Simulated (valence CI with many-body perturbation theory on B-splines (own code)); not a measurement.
# E1 line list for Pm29+

Computed by configuration interaction combined with many-body perturbation theory (CI+MBPT): four valence electrons over a frozen Dirac-Fock core [Ar] 3d10, a basis of 11 s, 11 p, 10 d, 8 f, 5 g, 2 h functions for each j, with the one-electron correlation potential Σ1, the two-electron term Σ2, the three-electron term Σ3, Breit, model QED; selected CI, second order for the rest, scaled by the run's own slope (own B-spline code, finite nucleus).

The last digits are not significant, and no measured levels were compared; by estimate large intervals hold to a few tenths of a per cent, small ones and those within an open d or f shell to about a per cent. Among the levels kept, up to 330 cm⁻¹ of a level comes from second order outside the variational space, and about a tenth of that is noise between levels of different J, which matters for small intervals.

Lines 51 to 100 of 560 in falling wavelength, among levels below 373.61 eV, chosen from the strongest by gf and those to the six lowest levels. Wavelengths and rates use the calculated energies. Electric multipoles are in the length gauge, E1 and E2 with the static RPA response of the core. Weak lines are less certain than strong ones. Lines between different terms over intervals too small for the method are left out, as are lines whose strength nearly cancels. Where a level lies close to another of its J and parity, the split of strength between their lines is uncertain. The highest levels of a list are the least certain.

Levels are named by their leading jj configuration (3d3/2^4 stands for four electrons in 3d with j = 3/2), which in mixed levels can hold well under half, so a name can repeat and another be missing. Letters in brackets count levels of one name in rising energy.

| λ vac (nm) | Upper | Lower | A (s⁻¹) | S (a.u.) |
| --- | --- | --- | --- | --- |
| 15.27 | (4s^2 4p1/2 4d3/2) J=1 | (4s^2 4p3/2^2) J=0 | 3.93e+08 | 2.08e-03 |
| 14.91 | (4p1/2^2 4p3/2 4d5/2) J=4 | (4s 4p1/2 4p3/2 4d5/2) J=4 [b] | 1.25e+10 | 1.84e-01 |
| 14.68 | (4s 4p1/2 4d3/2 4d5/2) J=5 | (4s 4p3/2^2 4d5/2) J=5 | 5.71e+09 | 9.81e-02 |
| 14.54 | (4p1/2^2 4p3/2 4d3/2) J=1 | (4s 4p1/2 4p3/2 4d3/2) J=2 [a] | 2.64e+10 | 1.20e-01 |
| 14.16 | (4s^2 4p1/2 4d5/2) J=3 | (4s^2 4p3/2^2) J=2 | 1.15e+09 | 1.13e-02 |
| 14.05 | (4s^2 4p1/2 4d3/2) J=1 | (4s^2 4p3/2^2) J=2 | 1.11e+09 | 4.58e-03 |
| 13.88 | (4s 4p1/2 4p3/2^2) J=2 | (4s^2 4p1/2 4p3/2) J=2 | 3.45e+08 | 2.28e-03 |
| 13.83 | (4s^2 4p1/2 4d5/2) J=2 | (4s^2 4p3/2^2) J=2 | 6.55e+08 | 4.28e-03 |
| 13.82 | (4p1/2 4p3/2^2 4d3/2) J=4 | (4s 4p1/2 4p3/2 4d5/2) J=4 [c] | 1.37e+10 | 1.60e-01 |
| 13.59 | (4p1/2 4p3/2^2 4d5/2) J=4 [a] | (4s 4p1/2 4p3/2 4d5/2) J=3 [d] | 1.32e+10 | 1.47e-01 |
| 13.41 | (4s 4p1/2 4p3/2^2) J=2 | (4s^2 4p1/2 4p3/2) J=1 | 1.21e+10 | 7.22e-02 |
| 13.33 | (4p1/2 4p3/2^2 4d5/2) J=4 [b] | (4s 4p1/2 4p3/2 4d5/2) J=3 [d] | 9.01e+09 | 9.49e-02 |
| 13.32 | (4p1/2 4p3/2^2 4d5/2) J=5 | (4s 4p1/2 4p3/2 4d5/2) J=4 [d] | 1.30e+10 | 1.66e-01 |
| 13.26 | (4s 4p3/2^2 4d5/2) J=5 | (4s^2 4p3/2 4d5/2) J=4 | 2.09e+10 | 2.65e-01 |
| 13.11 | (4s 4p3/2^2 4d5/2) J=4 [b] | (4s^2 4p3/2 4d5/2) J=3 | 1.49e+10 | 1.49e-01 |
| 13.00 | (4s 4p1/2 4p3/2^2) J=3 | (4s^2 4p1/2 4p3/2) J=2 | 8.03e+09 | 6.10e-02 |
| 12.91 | (4s 4p1/2 4p3/2 4d5/2) J=2 [a] | (4s^2 4p1/2 4d3/2) J=2 [b] | 2.51e+10 | 1.33e-01 |
| 12.88 | (4s 4p3/2^2 4d3/2) J=4 | (4s^2 4p3/2 4d3/2) J=3 | 9.35e+09 | 8.86e-02 |
| 12.77 | (4p1/2 4p3/2^2 4d5/2) J=2 [c] | (4s 4p1/2 4p3/2 4d5/2) J=1 [b] | 1.41e+10 | 7.26e-02 |
| 12.76 | (4p1/2 4p3/2^2 4d3/2) J=4 | (4s 4p1/2 4p3/2 4d3/2) J=3 [b] | 1.47e+10 | 1.36e-01 |
| 12.76 | (4s 4p3/2^2 4d5/2) J=2 [b] | (4s^2 4p3/2 4d5/2) J=1 | 3.12e+10 | 1.60e-01 |
| 12.74 | (4p1/2 4p3/2^2 4d5/2) J=2 [e] | (4s 4p1/2 4p3/2 4d5/2) J=2 [e] | 1.74e+10 | 8.86e-02 |
| 12.72 | (4p1/2 4p3/2^2 4d5/2) J=3 [b] | (4s 4p1/2 4p3/2 4d5/2) J=3 [e] | 1.42e+10 | 1.01e-01 |
| 12.69 | (4s 4p1/2 4d3/2 4d5/2) J=3 [a] | (4s 4p1/2 4p3/2 4d5/2) J=3 [c] | 1.93e+10 | 1.36e-01 |
| 12.65 | (4p1/2 4p3/2^2 4d5/2) J=3 [c] | (4s 4p1/2 4p3/2 4d5/2) J=2 [d] | 1.48e+10 | 1.04e-01 |
| 12.63 | (4p1/2 4p3/2^2 4d5/2) J=3 [a] | (4s 4p1/2 4p3/2 4d5/2) J=2 [b] | 1.38e+10 | 9.62e-02 |
| 12.50 | (4s 4p3/2^2 4d5/2) J=3 [b] | (4s^2 4p3/2 4d5/2) J=2 | 1.53e+10 | 1.03e-01 |
| 12.49 | (4s 4p3/2^3) J=2 | (4s^2 4p3/2^2) J=2 | 3.73e+10 | 1.80e-01 |
| 12.48 | (4s 4p1/2 4p3/2 4d5/2) J=3 [d] | (4s^2 4p1/2 4d5/2) J=2 | 5.76e+10 | 3.87e-01 |
| 12.43 | (4s 4p1/2 4d3/2 4d5/2) J=4 [a] | (4s 4p1/2 4p3/2 4d5/2) J=4 [c] | 8.15e+09 | 6.95e-02 |
| 12.39 | (4p1/2^2 4p3/2 4d5/2) J=3 | (4s 4p1/2^2 4d5/2) J=2 | 2.23e+10 | 1.47e-01 |
| 12.39 | (4s 4p1/2 4p3/2 4d3/2) J=3 [b] | (4s^2 4p1/2 4d3/2) J=2 [b] | 2.85e+10 | 1.87e-01 |
| 12.31 | (4p1/2 4p3/2^3) J=2 | (4s^2 4p1/2 4d3/2) J=2 [a] | 3.84e+10 | 1.77e-01 |
| 12.30 | (4p1/2 4p3/2^2 4d5/2) J=4 [b] | (4s 4p1/2 4p3/2 4d5/2) J=3 [b] | 1.02e+10 | 8.47e-02 |
| 12.25 | (4s 4p1/2 4p3/2 4d5/2) J=4 [d] | (4s^2 4p1/2 4d5/2) J=3 | 4.89e+10 | 4.00e-01 |
| 12.24 | (4s 4p3/2^2 4d5/2) J=3 [d] | (4s^2 4p3/2 4d5/2) J=3 | 3.87e+10 | 2.45e-01 |
| 12.18 | (4s^2 4p1/2 4d3/2) J=2 [a] | (4s^2 4p1/2 4p3/2) J=2 | 2.07e+10 | 9.26e-02 |
| 12.14 | (4s 4p3/2^2 4d5/2) J=3 [c] | (4s^2 4p3/2 4d5/2) J=2 | 1.20e+10 | 7.41e-02 |
| 12.09 | (4s 4p1/2 4p3/2 4d3/2) J=2 [c] | (4s^2 4p1/2 4d3/2) J=1 | 5.51e+10 | 2.40e-01 |
| 12.07 | (4s 4p3/2^3) J=1 | (4s^2 4p3/2^2) J=0 | 1.67e+10 | 4.35e-02 |
| 12.03 | (4s 4p3/2^2 4d5/2) J=2 [a] | (4s^2 4p3/2 4d5/2) J=2 | 1.76e+10 | 7.56e-02 |
| 12.01 | (4p1/2^2 4p3/2 4d3/2) J=2 | (4s 4p1/2^2 4d3/2) J=2 | 1.88e+10 | 8.02e-02 |
| 11.91 | (4p1/2 4p3/2^2 4d3/2) J=2 [b] | (4s 4p1/2 4p3/2 4d3/2) J=3 [b] | 5.05e+10 | 2.11e-01 |
| 11.87 | (4s 4p3/2^2 4d3/2) J=2 [b] | (4s^2 4p3/2 4d3/2) J=3 | 2.70e+10 | 1.11e-01 |
| 11.86 | (4p1/2 4p3/2^2 4d5/2) J=2 [c] | (4s 4p1/2 4p3/2 4d5/2) J=3 [d] | 2.33e+10 | 9.58e-02 |
| 11.84 | (4s 4p1/2 4p3/2^2) J=1 [a] | (4s^2 4p1/2 4p3/2) J=2 | 1.99e+08 | 4.90e-04 |
| 11.82 | (4s^2 4p1/2 4d3/2) J=2 [a] | (4s^2 4p1/2 4p3/2) J=1 | 8.05e+08 | 3.28e-03 |
| 11.82 | (4s 4p1/2 4p3/2^2) J=0 | (4s^2 4p1/2 4p3/2) J=1 | 6.35e+10 | 5.17e-02 |
| 11.80 | (4p1/2^2 4p3/2 4d3/2) J=3 | (4s 4p1/2^2 4d3/2) J=2 | 1.86e+10 | 1.05e-01 |
| 11.79 | (4s 4p3/2^2 4d5/2) J=3 [a] | (4s^2 4p3/2 4d3/2) J=2 | 1.85e+10 | 1.05e-01 |
